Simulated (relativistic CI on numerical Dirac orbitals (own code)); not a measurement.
**Ligand-field terms of d5**

Computed with a parametric ligand-field model of a d^n configuration (Racah B and C, spin-orbit zeta, crystal field), exact diagonalisation.

Field parameters in Wybourne normalisation: D3d B²₀ = −7Dσ, B⁴₀ = −14Dq − 21Dτ, B⁴₃ = −14√(10/7) Dq; D4h B²₀ = −7Ds, B⁴₀ = 21(Dq − Dt), B⁴₄ = 21√(5/14) Dq; Oh B⁴₀ = 21Dq, B⁴₄ = √(5/14) B⁴₀. The field is a parameter set, without covalency.

Q: A d5 ion in Oh symmetry has the ground term 2T2 and bands at 4T1 15871 cm⁻¹ (630 nm), 6A1 20293 cm⁻¹ (493 nm), 4T2 21473 cm⁻¹ (466 nm), 2A2 27377 cm⁻¹ (365 nm), 2T1 27636 cm⁻¹ (362 nm), 2T2 29647 cm⁻¹ (337 nm), 2E 31421 cm⁻¹ (318 nm). Which parameters reproduce them?

A: B = 750, C = 3320, ζ = 0 cm⁻¹, Oh, 10Dq = 31450 cm⁻¹.

Q: Ground term and bands for B = 750, C = 3270, ζ = 0 cm⁻¹, D4h, 10Dq = 9350, Ds = 1150, Dt = -780 cm⁻¹?

A: Ground term 6A1 with 2.00 electrons in the two orbitals of the cubic e set. Spin-allowed: none. Lowest spin-forbidden: 2B2 8780 cm⁻¹ (1139 nm), 4E 10260 cm⁻¹ (975 nm), 4E 14919 cm⁻¹ (670 nm). A high-spin d5 ion has no spin-allowed d-d band, hence its pale colour.

Q: Ground term and bands for B = 650, C = 2330, ζ = 0 cm⁻¹, D3d, 10Dq = 17100, Dσ = 1200, Dτ = 300 cm⁻¹?

A: Ground term 2E with 0.05 electrons in the two orbitals of the cubic e set. Spin-allowed: 2A1 4502 cm⁻¹ (2221 nm), 2E 15342 cm⁻¹ (652 nm), 2A2 16115 cm⁻¹ (621 nm), 2E 16871 cm⁻¹ (593 nm). Lowest spin-forbidden: 4E 6665 cm⁻¹ (1500 nm), 6A1 6904 cm⁻¹ (1449 nm), 4A2 10260 cm⁻¹ (975 nm).

Q: Ground term and bands for B = 510, C = 2510, ζ = 0 cm⁻¹, D4h, 10Dq = 17150, Ds = -1500, Dt = 410 cm⁻¹?

A: Ground term 2E with 0.06 electrons in the two orbitals of the cubic e set. Spin-allowed: 2B2 5690 cm⁻¹ (1757 nm), 2A2 11578 cm⁻¹ (864 nm), 2B1 11984 cm⁻¹ (834 nm), 2A1 12593 cm⁻¹ (794 nm). Lowest spin-forbidden: 6A1 521 cm⁻¹, 4B2 3062 cm⁻¹ (3266 nm), 4A2 3184 cm⁻¹ (3140 nm).

Q: Ground term and bands for B = 730, C = 3180, ζ = 0 cm⁻¹, D4h, 10Dq = 18900, Ds = 1180, Dt = -600 cm⁻¹?

A: Ground term 2B2 with 0.05 electrons in the two orbitals of the cubic e set. Spin-allowed: 2E 6062 cm⁻¹ (1650 nm), 2B1 18007 cm⁻¹ (555 nm), 2E 21256 cm⁻¹ (470 nm), 2E 23115 cm⁻¹ (433 nm). Lowest spin-forbidden: 6A1 8306 cm⁻¹ (1204 nm), 4E 9969 cm⁻¹ (1003 nm), 4E 14652 cm⁻¹ (683 nm).
